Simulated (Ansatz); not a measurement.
Results of the Gaussian-basis code of Ansatz.

A structure relaxed at PBE0-D4/def2-TZVP, charge 0, multiplicity 1:

```csv
atom,x (Å),y (Å),z (Å)
C1,-0.563,-1.183,0.765
Ge2,-0.392,0.607,0.051
F3,-0.031,1.692,1.375
C4,1.180,0.758,-1.181
O5,1.350,-0.049,-2.055
H6,0.305,-1.415,1.383
H7,-1.466,-1.268,1.369
H8,-0.612,-1.897,-0.058
H9,-1.669,1.157,-0.610
H10,1.898,1.598,-1.038
```

Q: Give its formula and SMILES.

A: C2H5FGeO, `[CH3][GeH]([F])[CH]=O`.

Q: Summarise the bond lengths by kind.

A: 2 × C–Ge 1.934 to 2.003 Å; 4 × C–H 1.090 to 1.114 Å; 1 × F–Ge 1.750 Å; 1 × Ge–H 1.539 Å; 1 × C–O 1.202 Å.
